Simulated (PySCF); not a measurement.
Computed shifts of a molecule C3H6O2Si, PBE0/pcSseg-1 run with PySCF, GIAO, gas phase, atoms alike by connectivity averaged where their shifts nearly agree, in ppm (number of nuclei): ¹³C: 178.5 (1), 31.9 (1), 7.9 (1). ²⁹Si: 6.1 (1). ¹H: 5.36 (2), 2.79 (1), 2.55 (1), 1.58 (1), 1.34 (1). References: ¹⁷O against H2O (σ = 334.2 ppm); ¹³C against TMS (σ = 186.3 ppm); ²⁹Si against TMS (σ = 352.7 ppm); ¹H against TMS (σ = 31.56 ppm), references at their B3LYP-D3(BJ)/def2-TZVP geometries, non-relativistic. Geometry optimised at B3LYP-D3(BJ)/def2-SVP. Other conformers were not sampled.

**Question.** Which structure fits?
A. O=C1CC[SiH2]O1
B. C1=C[SiH2]OCO1
C. CO[Si@H]1C=CO1
D. O=C[C@H]1OC[SiH2]1

**Answer.** A, O=C1CC[SiH2]O1
